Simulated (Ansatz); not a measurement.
`FCC1=C[SiH2]1` → `FC1=C[SiH2]1` + `[CH2]` (triplet) at 500 K and 1 bar (formal loss of a carbene).

Program: Ansatz. Geometries: PBE0-D4/def2-TZVP. ΔE: electronic, gas phase. CBS: MP2 limit from def2 TZ/QZ plus the TZ coupled-cluster correction, frozen cores. This one scheme is used for every species. Triplets are unrestricted, without spin–orbit coupling. One conformer a species, not always the lowest.

| species | CCSD(T)/CBS energy (Eh) | H − E (kJ/mol) | S (J/(mol·K)) |
| --- | --- | --- | --- |
| `FCC1=C[SiH2]1` | -505.95207 | 219.9 | 384.5 |
| `FC1=C[SiH2]1` | -466.68690 | 136.0 | 328.8 |
| `[CH2]` (triplet) | -39.09499 | 62.7 | 213.9 |

H − E and S are ideal-gas, rigid-rotor, harmonic terms from PBE0-D4/def2-TZVP, for one conformer and one mirror image of each species, with the whole ground term of open shells counted as degenerate. 1 Eh = 2625.50 kJ/mol, R = 8.31446 J/(mol·K).

Problem. By hand: ΔE, ΔH, ΔS and ΔG.

Solution. ΔE = (-466.68690) + (-39.09499) − (-505.95207) = 0.17018 Eh = 446.8 kJ/mol. Δ(H − E) = 136.0 + 62.7 − 219.9 = -21.2, so ΔH = 425.6 kJ/mol. ΔS = 328.8 + 213.9 − 384.5 = 158.2 J/(mol·K). ΔG = 425.6 − 500 × (158.2)/1000 = 346.5 kJ/mol.

Problem. By hand: the equilibrium constant, and the temperature at which ΔG would vanish if ΔH and ΔS stayed fixed.

Solution. log₁₀ K = −ΔG/(RT ln 10) = -36.2. ΔG = 0 at ΔH/ΔS = 2690 K, far beyond where these terms or the molecules hold.

The number of gas molecules changes by +1, which sets the sign of ΔS. A doubt of 5 kJ/mol in ΔE shifts log₁₀ K by 0.5 here. Other conformers and mirror images would add mixing entropy, several J/(mol·K) or more a flexible species. Modes under 60 cm⁻¹, often nearly free rotors, make the harmonic entropy too high. A triplet takes part, so the spin changes. These are equilibria of isolated gas molecules and say nothing of rates. Largest T1 diagnostic: 0.014 (customary marks: 0.02 for closed shells, 0.045 for open ones).
